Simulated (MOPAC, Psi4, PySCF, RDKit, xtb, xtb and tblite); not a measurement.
Two geometries of SMILES CO[SiH2][SiH3] (CH₈OSi₂), singlet, relaxed at GFN2-xTB with one dihedral held; other torsions can differ between them too.

Structure A

```
12

C      2.1853    -0.5921    -0.4332
O      0.8091    -0.4319    -0.3206
Si    -0.1208     0.8419     0.0777
Si    -1.5001     1.2624    -1.7152
H      2.5081    -1.4036     0.2238
H      2.4356    -0.8506    -1.4654
H      2.7199     0.3190    -0.1556
H     -0.7780     0.4582     1.3336
H      0.7556     1.9783     0.4165
H     -2.2199     0.0881    -2.2201
H     -0.8154     1.8303    -2.8857
H     -2.5251     2.2411    -1.3378
```

Structure B

```
12

C      2.1479    -0.6197    -0.3894
O      0.7828    -0.4426    -0.1947
Si    -0.0315     0.9412     0.0805
Si     0.2308     2.4429    -1.6526
H      2.3273    -1.6739    -0.6052
H      2.5081    -0.0165    -1.2284
H      2.7083    -0.3395     0.5066
H     -1.3519     0.3418     0.2387
H      0.4006     1.5175     1.3675
H      0.1337     1.8318    -2.9851
H      1.5361     3.1230    -1.6519
H     -0.7790     3.5036    -1.6099
```

Problem. Which is lower in energy at the level Psi4 1.11 with DF-MP2 (frozen core)/cc-pVTZ // GFN2-xTB, and by how much?

Solution. B is lower, by 0.37 kcal/mol (dihedral C1–O2–Si3–Si4: 120° in A, 60° in B).

E(B) − E(A) in kcal/mol at the other levels, on the same two geometries: GFN2-xTB (xtb and tblite) -1.26; MMFF94 // GFN2-xTB (RDKit) -1.18; B3LYP/def2-TZVP // GFN2-xTB (Psi4) 0.13; B3LYP-D3(BJ)/def2-TZVP // GFN2-xTB (Psi4) -0.25; PBE/def2-TZVP // GFN2-xTB (Psi4) -0.34; PBE-D3(BJ)/def2-TZVP // GFN2-xTB (Psi4) -0.55; M06-2X/def2-TZVP // GFN2-xTB (Psi4) -0.20; HF/cc-pVTZ // GFN2-xTB (Psi4) 0.53; UFF // GFN2-xTB (RDKit) -4.89; PM3, restricted, heats of formation // GFN2-xTB (MOPAC) -2.06; PM7, restricted, heats of formation // GFN2-xTB (MOPAC) -0.03; GFN1-xTB // GFN2-xTB (xtb) 0.54; restricted B3LYP/6-31G*, spherical d // GFN2-xTB (PySCF) -0.32; restricted B3LYP/LANL2DZ, with its core potentials past Ne // GFN2-xTB (PySCF) 0.16; restricted MP2 (frozen core)/6-31G*, spherical d // GFN2-xTB (PySCF) -0.55; restricted Hartree-Fock/STO-3G // GFN2-xTB (PySCF) -2.46.

MMFF94 has few fitted parameters for silicon.
